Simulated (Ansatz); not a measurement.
`C[SiH2][B](C)[AlH2]` + `CSP` → `C[B](C)[AlH2]` + `C[SiH2]SP`  (redistribution)

Computed with Ansatz on PBE0-D4/def2-TZVP structures; ΔE is electronic, products minus reactants. CBS: MP2 limit from def2 TZ/QZ plus the TZ coupled-cluster correction, frozen cores. Functionals use def2-TZVPP. B3LYP here is the variant with VWN-RPA as its local correlation; programs differ in this. Each species was taken in one conformer, which may not be the lowest.

```json
{"level": "PBE-D4", "ΔE (kcal/mol)": "-29.0", "difference from CCSD(T)/CBS": "2.5"}
{"level": "r2SCAN-D4", "ΔE (kcal/mol)": "-31.0", "difference from CCSD(T)/CBS": "0.5"}
{"level": "PBE0-D4", "ΔE (kcal/mol)": "-30.3", "difference from CCSD(T)/CBS": "1.2"}
{"level": "B3LYP-D4", "ΔE (kcal/mol)": "-30.6", "difference from CCSD(T)/CBS": "0.9"}
{"level": "ωB97X-V", "ΔE (kcal/mol)": "-30.6", "difference from CCSD(T)/CBS": "0.9"}
{"level": "ωB97M-V", "ΔE (kcal/mol)": "-32.2", "difference from CCSD(T)/CBS": "-0.7"}
{"level": "B2PLYP", "ΔE (kcal/mol)": "-31.5", "difference from CCSD(T)/CBS": "0.0"}
{"level": "PBE", "ΔE (kcal/mol)": "-28.8", "difference from CCSD(T)/CBS": "2.7"}
{"level": "r2SCAN", "ΔE (kcal/mol)": "-31.0", "difference from CCSD(T)/CBS": "0.5"}
{"level": "PBE0", "ΔE (kcal/mol)": "-30.2", "difference from CCSD(T)/CBS": "1.3"}
{"level": "B3LYP", "ΔE (kcal/mol)": "-30.4", "difference from CCSD(T)/CBS": "1.1"}
{"level": "HF/def2-TZVPP", "ΔE (kcal/mol)": "-32.3", "difference from CCSD(T)/CBS": "-0.8"}
{"level": "MP2/def2-TZVPP", "ΔE (kcal/mol)": "-33.3", "difference from CCSD(T)/CBS": "-1.8"}
{"level": "SCS-MP2/def2-TZVPP", "ΔE (kcal/mol)": "-32.2", "difference from CCSD(T)/CBS": "-0.7"}
{"level": "CCSD/def2-TZVPP", "ΔE (kcal/mol)": "-31.1", "difference from CCSD(T)/CBS": "0.4"}
{"level": "CCSD(T)/def2-TZVPP", "ΔE (kcal/mol)": "-31.0", "difference from CCSD(T)/CBS": "0.5"}
{"level": "HF/def2-QZVPP", "ΔE (kcal/mol)": "-32.3", "difference from CCSD(T)/CBS": "-0.8"}
{"level": "MP2/def2-QZVPP", "ΔE (kcal/mol)": "-33.6", "difference from CCSD(T)/CBS": "-2.1"}
{"level": "SCS-MP2/def2-QZVPP", "ΔE (kcal/mol)": "-32.5", "difference from CCSD(T)/CBS": "-1.0"}
{"level": "HF/CBS(def2)", "ΔE (kcal/mol)": "-32.3", "difference from CCSD(T)/CBS": "-0.8"}
{"level": "MP2/CBS(def2)", "ΔE (kcal/mol)": "-33.8", "difference from CCSD(T)/CBS": "-2.3"}
{"level": "CCSD/CBS(def2)", "ΔE (kcal/mol)": "-31.6", "difference from CCSD(T)/CBS": "-0.1"}
{"level": "CCSD(T)/CBS", "ΔE (kcal/mol)": "-31.5", "difference from CCSD(T)/CBS": "0"}
```

Largest T1 diagnostic among the species: 0.012.

From PBE to PBE0 (25 % exact exchange), in def2-TZVPP and without D4, ΔE moves by −1.4 kcal/mol.
